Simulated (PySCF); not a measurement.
Input of a run (PBE0-D3(BJ)/def2-SVP geometry optimisation, gas phase, def2 core potentials past Kr (PySCF 2.14.0)), started from GFN2-xTB:
```
{"job": {"xc": "PBE0", "basis": "def2-SVP", "d3": "d3bj", "grid": 1, "maxiter": 30, "shake": 0.03, "kind": "geom"}, "charge": -1, "multiplicity": 1}
Au     0.061420    -0.076870     0.031090
Cl     2.252610    -0.039140    -0.007080
Cl    -0.036580     2.261070    -0.021320
Cl    -2.168270     0.033660    -0.018860
Cl    -0.034340    -2.289190    -0.045950
```

Output (energies in Eh, forces in Eh/bohr):
```
step   0  E = -1975.52610428  max force = 0.046210
step   1  E = -1975.53682960  max force = 0.015037
step   2  E = -1975.53572224  max force = 0.008428
step   3  E = -1975.53830556  max force = 0.002360
step   4  E = -1975.53852773  max force = 0.000989
step   5  E = -1975.53853581  max force = 0.000500
step   6  E = -1975.53853877  max force = 0.000065
optimisation converged
```

Q: Summarise the run.

A: The energy falls by 32.6 kJ/mol over 7 energy and gradient evaluations, the largest force component goes from 0.0462 to 6.5e-05 Eh/bohr, and the atoms move by 0.094 Å rms after alignment. The bond that changes most is Au1–Cl2 (ends: gold bonded to 4 Cl; chlorine bonded to Au), which lengthens by 0.128 Å. Bonds longer at the end by more than 0.005 Å: 3 of 4; shorter: 1. Among the angles that change most is Cl3–Au1–Cl5, from 174.1° to 179.9°. The energy rose by more than 1e-6 Eh at step 2. The first step brought 86 % of the lowering.

Q: What are the final bond lengths?

A: Au1–Cl2 2.320 Å, Au1–Cl3 2.320 Å, Au1–Cl4 2.320 Å, Au1–Cl5 2.320 Å. Numbering counts from 1 in the input's order; the species is [AuCl4]-, `[Cl][Au-]([Cl])([Cl])[Cl]`.

The run used 104 basis functions and 50 SCF cycles in all. The run took 34 s of wall time on one thread, Arm Neoverse V2 (aarch64), shared host, and the process peaked at 0.40 GiB of memory.

Not checked by PBE0-D3(BJ)/def2-SVP frequencies. The geometry's basis has no diffuse functions, a weakness for an anion.
